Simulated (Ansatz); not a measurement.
A structure drawn as `OC1[NH][GeH2][S]1`, with this starting geometry:

```xyz
10

O     0.540    1.838   -0.434
C     0.102    0.804    0.472
N     0.932   -0.415    0.300
Ge   -0.491   -1.516   -0.296
S    -1.629    0.268    0.037
H    -0.026    2.651   -0.105
H     0.140    1.123    1.513
H     1.494   -0.271   -0.609
H    -0.734   -2.550    0.849
H    -0.328   -1.931   -1.725
```

The species carries charge 0 and has multiplicity 1.

**Question.** Does it keep its bonds when Ansatz relaxes it at PBE-D4/def2-SVP and then PBE0-D4/def2-TZVP?

**Answer.** Yes, every drawn bond is still there and no new one forms.

**Question.** Give the relaxed structure. (An estimate is asked.)

**Answer.** The calculation gave: 
Z-matrix (Å, degrees):
```
C
N 1 1.434
Ge 1 2.532 2 45.8
O 1 1.393 2 109.7 3 -106.6
S 1 1.880 2 102.4 3 14.4
H 1 1.097 2 113.5 3 129.7
H 2 1.010 1 113.3 3 136.0
H 3 1.543 1 119.7 2 -95.7
H 3 1.537 1 129.3 2 73.4
H 4 0.962 1 109.1 2 -171.6
```
No frequency check was run.

Atoms count as bonded under 1.1 times the sum of their covalent radii (H–H under 0.85 Å, pairs among N, O and F under 1.55 Å), and a drawn bond as lost past 1.3 times.
